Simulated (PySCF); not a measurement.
Predicted microwave data (PBE0-D3(BJ)/def2-SVP geometry optimisation, gas phase in PySCF 2.14.0) for one isomer of C4H8OSi:

| Item | Value |
| --- | --- |
| Rotational constants | A = 13950, B = 1145, C = 1086 MHz |
| Dipole components | \|μa\| = 1.16 D, \|μb\| = 0.31 D, \|μc\| = 0.00 D |
| Inertial defect | -12.39 u·Å² |
| κ | -0.99 |

**Question.** Which structure is it? (One computed conformer of each.)
A. `[SiH3:1][O:2][C:3]1=[CH:4][CH2:5][CH2:6]1` with Si1–O2–C3–C4 1°
B. `[CH:1]#[C:2][CH2:3][SiH2:4][O:5][CH3:6]` with C2–C3–Si4–O5 179°, C3–Si4–O5–C6 -179°
C. `[CH2:1]=[C:2]1[CH2:3][C@@H:4]1[O:5][SiH3:6]` with C3–C4–O5–Si6 81°
D. `[SiH3:1][O:2][CH:3]=[C:4]1[CH2:5][CH2:6]1` with Si1–O2–C3–C4 179°

**Answer.** B. It is C#CC[SiH2]OC, a near-prolate asymmetric top. The candidates at the same level (rigid rotor, commonest isotopes):

```json
{"SMILES": "C=C1C[C@@H]1O[SiH3]", "A (MHz)": "8686", "B (MHz)": "1451", "C (MHz)": "1325", "μa (D)": "0.04", "μb (D)": "0.95", "μc (D)": "0.40", "Δ (u·Å²)": "-24.90", "point group": "C1", "rotor": "near-prolate asymmetric top"}
{"SMILES": "C#CC[SiH2]OC", "A (MHz)": "13950", "B (MHz)": "1145", "C (MHz)": "1086", "μa (D)": "1.16", "μb (D)": "0.31", "μc (D)": "0.00", "Δ (u·Å²)": "-12.39", "point group": "near Cs", "rotor": "near-prolate asymmetric top"}
{"SMILES": "[SiH3]OC=C1CC1", "A (MHz)": "13383", "B (MHz)": "1135", "C (MHz)": "1075", "μa (D)": "0.24", "μb (D)": "0.72", "μc (D)": "0.02", "Δ (u·Å²)": "-12.77", "point group": "–", "rotor": "near-prolate asymmetric top"}
{"SMILES": "[SiH3]OC1=CCC1", "A (MHz)": "9114", "B (MHz)": "1594", "C (MHz)": "1404", "μa (D)": "0.38", "μb (D)": "0.46", "μc (D)": "0.00", "Δ (u·Å²)": "-12.47", "point group": "Cs", "rotor": "near-prolate asymmetric top"}
```

`[SiH3]OC1=CCC1` has B 39 % too high; `C=C1C[C@@H]1O[SiH3]` has A 38 % too low; `[SiH3]OC=C1CC1` has A 4 % too low. No structure here is proved a minimum.
